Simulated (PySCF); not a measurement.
Gas-phase XPS of `N[Si@@H]([SiH3])C[SiH3]`, computed

Compound: CH11NSi3.
Cartesian coordinates in Å at the PBE0-D3(BJ)/def2-SVP level; atoms count from 1:
```xyz
16
CH11NSi3 angstrom
N     -1.639   -1.372   -1.362
Si    -0.436   -0.244   -0.819
Si    -1.597    1.511    0.224
C      0.885   -0.940    0.341
Si     2.242    0.254    0.864
H     -2.349   -1.697   -0.716
H     -1.399   -2.098   -2.028
H      0.262    0.270   -2.040
H     -0.678    2.609    0.659
H     -2.311    1.003    1.442
H     -2.620    2.086   -0.703
H      0.395   -1.334    1.249
H      1.362   -1.801   -0.161
H      1.677    1.366    1.688
H      3.287   -0.446    1.675
H      2.903    0.852   -0.337
```

Level of theory: delta-SCF UKS SCAN, pcX-2 on the ionised atom, pcseg-1 elsewhere, spin-free X2C in PySCF. Each binding energy is the total energy of the core-ionised species, with the hole localised on one atom, minus that of the ground state; both are solved self-consistently, so orbital relaxation is included.

Problem. Give the core binding energies atom by atom.

Solution. 
```tsv
atom(s)	environment	level	binding energy (eV)	2p1/2 (eV)	above the level's lowest (eV)	count
Si3	SiH3 silicon	Si 2p3/2	106.23	106.85	0.00	1
Si2	SiH silicon	Si 2p3/2	106.39	107.02	+0.16	1
Si5	SiH3 silicon	Si 2p3/2	106.51	107.14	+0.28	1
C4	sp3 carbon bound to silicon	C 1s	289.67	–	0.00	1
N1	silicon-bound nitrogen	N 1s	404.50	–	0.00	1
Si3	SiH3 silicon	Si 1s	1845.92	–	0.00	1
Si2	SiH silicon	Si 1s	1846.26	–	+0.34	1
Si5	SiH3 silicon	Si 1s	1846.29	–	+0.37	1
```

Lowest listed Si 1s: Si3, bonded to 3 H and Si. Highest, 0.37 eV above it: Si5, bonded to C and 3 H. Summing the Pauling electronegativity differences to the bonded atoms, each weighted by its formal bond order, gives +0.90 for the lowest site and +1.55 for the highest; the largest sum, +2.09, belongs to Si2, 0.03 eV below the top. The values 1846.26 and 1846.29 eV lie too close for their order to be trusted.

Lowest listed Si 2p3/2: Si3, bonded to 3 H and Si. Highest, 0.28 eV above it: Si5, bonded to C and 3 H. The widest gap between neighbouring values is 0.16 eV, between 106.23 and 106.39 eV. Summing the Pauling electronegativity differences to the bonded atoms, each weighted by its formal bond order, gives +0.90 for the lowest site and +1.55 for the highest; the largest sum, +2.09, belongs to Si2, 0.12 eV below the top.

Problem. Which photon energy gives electrons from Si 1s of Si3 a kinetic energy of 200 eV, and what is their de Broglie wavelength?

Solution. hν = 1845.92 + 200 = 2045.92 eV, recoil neglected; λ = 12.264 Å/√(E/eV) = 0.87 Å.

The 2p values aren't plain energy differences: one relaxed spin-free 2p hole is combined with a matrix within the shell (ground-state 2p orbital-energy differences and spin–orbit coupling). 2p3/2, the mean of its two sublevels, lies a third of the splitting below the shell's mean and 2p1/2 two thirds above it; the statistical areas are 2:1. 2p1/2 minus 2p3/2 (ligand field included): Si 0.62 eV. Isolated species at its PBE0-D3(BJ)/def2-SVP geometry (one conformer only).
